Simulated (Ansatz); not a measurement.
Reaction (ligand exchange at a B–C bond): `ClBCCl` + HBr → `ClBBr` + `CCl`

Gas-phase electronic energies from Ansatz, PBE0-D4/def2-TZVP geometries. CBS: MP2 limit from def2 TZ/QZ plus the TZ coupled-cluster correction, frozen cores. This one scheme is used for every species. DFT in def2-TZVPP. For Br outer-core shells are correlated without core-valence functions, which leaves a few kJ/mol of doubt a bond. Scalar relativity is left out up to krypton. Each species was taken in one conformer, which may not be the lowest.

`ClBCCl`:

Cartesian coordinates in Å:
```
Cl 0.793 -0.598 -2.033
B 0.226 -0.731 -0.391
C 0.044 0.549 0.486
Cl -1.736 0.711 0.242
H -0.051 -1.813 0.021
H 0.212 0.421 1.553
H 0.511 1.461 0.122
```

HBr:

```xyz
2

Br    0.126    0.487   -0.501
H    -0.126   -0.487    0.501
```

`ClBBr`:

Cartesian coordinates in Å:
```
Cl -0.844 0.358 1.427
B -0.119 -0.016 -0.098
Br 1.764 -0.149 -0.278
H -0.801 -0.194 -1.051
```

`CCl`:

```xyz
5

C     0.039    0.007    0.141
Cl   -0.431   -0.080   -1.567
H    -0.600   -0.663    0.711
H    -0.087    1.031    0.484
H     1.079   -0.296    0.231
```

| level | ΔE (kJ/mol) |
| --- | --- |
| ωB97M-V | -74.1 |
| B2PLYP | -78.7 |

Task: What does CCSD(T)/CBS give? (Estimate.)

Result: Computed: -77.6 kJ/mol. The listed levels differ from it by 3.5, -1.1 kJ/mol.

Largest T1 diagnostic among the species: 0.011.

The D4 term adds +3.3 kJ/mol with B3LYP and +1.9 kJ/mol with PBE0; it sums over pairs of atoms, weighted by their polarisabilities, and B3LYP, whose exchange is more repulsive, gets the larger term. At CCSD(T), def2-SVP lies +4.9 kJ/mol from the extrapolated value and def2-TZVPP +2.5 kJ/mol.

B3LYP here is the variant with VWN-RPA as its local correlation; programs differ in this.
